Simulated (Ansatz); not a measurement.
One change: `CSB(F)[SiH3]` becomes `OB(F)[SiH3]`.

Ansatz, PBE0-D4/def2-TZVP geometries, multiplicity 1. Each molecule was computed in one conformer, which needn't be the lowest.

```csv
property,`CSB(F)[SiH3]`
HOMO energy (B3LYP/def2-TZVPP) / eV,-7.51
LUMO energy (PBE0/def2-TZVPP) / eV,-1.24
LUMO energy (ωB97M-V/def2-TZVPP) / eV,0.73
HOMO energy (PBE/def2-TZVPP) / eV,-6.57
size of the dipole moment (PBE/def2-TZVPP) / D,2.14
HOMO–LUMO gap (PBE0/def2-TZVPP) / eV,6.50
```

(1) Give the same properties after the change, and the shifts. (Estimate.)

Results:

(1) Ansatz gave: 
```csv
property,`OB(F)[SiH3]`,shift
HOMO energy (B3LYP/def2-TZVPP) / eV,-8.39,-0.88
LUMO energy (PBE0/def2-TZVPP) / eV,-0.71,0.53
LUMO energy (ωB97M-V/def2-TZVPP) / eV,1.26,0.53
HOMO energy (PBE/def2-TZVPP) / eV,-7.23,-0.66
size of the dipole moment (PBE/def2-TZVPP) / D,1.98,-0.16
HOMO–LUMO gap (PBE0/def2-TZVPP) / eV,7.88,1.38
```

With PBE0 the HOMO falls by 0.84 eV and the LUMO rises by 0.53 eV, so the gap widens by about 1.37 eV. PBE moves the HOMO by -0.66 eV and ωB97M-V by -0.87 eV. Dipoles are sizes alone; their direction can turn.

B3LYP here is the variant with VWN-RPA as its local correlation; programs differ in this.
